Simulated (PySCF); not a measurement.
# A search over the determinants of SrCa

Unrestricted PBE0; basis Sr def2-SVPD with ECP28, Ca def2-SVPD; scalar-relativistic core potentials; PySCF 2.14. Outer shells of the fragments: Sr 5s2; Ca 4s2.

Followed along the bond (rough minima from three points):

```csv
2Ms+1,unpaired,⟨S²⟩ at the start,R at minimum (Å),Te (eV)
1,none,0.00,4.47,0.00
1,"σ ↓, π ↑",1.10,3.60,0.70
3,"σ ↑, π ↑",2.02,3.62,0.73
3,σ ↑↑,2.02,4.05,0.94
3,π ↑↑,2.08,3.18,1.49
```

Solutions found at the starting distance of 3.300 Å, counted from the lowest of them; the search is not exhaustive and high or unbound solutions are not listed, so other states can lie among these:

```tsv
2Ms+1	unpaired	term	E (eV)	⟨S²⟩	⟨Lz²⟩	μ (D)
1	none	¹Σ⁺	0.00	0.00	0.00	-0.38
1	σ ↓, π ↑	mixed	0.06	1.10	1.04	-0.99
3	σ ↑, π ↑	³Π	0.10	2.02	1.02	-1.01
3	σ ↑↑	³Σ⁺	0.68	2.02	0.00	-1.37
3	π ↑↑	³Σ⁻	0.77	2.08	0.00	-1.94
1	π ↑↓	mixed	0.94	1.04	2.09	-1.99
3	σ ↑, δ ↑	³Δ	1.13	2.05	4.00	-0.26
1	σ ↑, δ ↓	mixed	1.31	1.03	4.00	-0.37
1	none	mixed	1.44	0.00	2.01	-2.12
```

A term symbol is given only where ⟨S²⟩ and ⟨Lz²⟩ are close to those of a pure state; real π, δ and φ orbitals otherwise mix terms. A positive dipole means Sr(−)Ca(+).

Q: Compare the gap between the two lowest followed solutions at the starting distance with the gap between their minima.

A: At PBE0 the second solution (Ms = 0 of mixed spin, unpaired electrons σ ↓, π ↑) lies +0.06 eV from the first (singlet, closed shell) at 3.300 Å and +0.70 eV at the minima; the two curves relax by different amounts, since their minima lie near 3.60 and 4.47 Å.
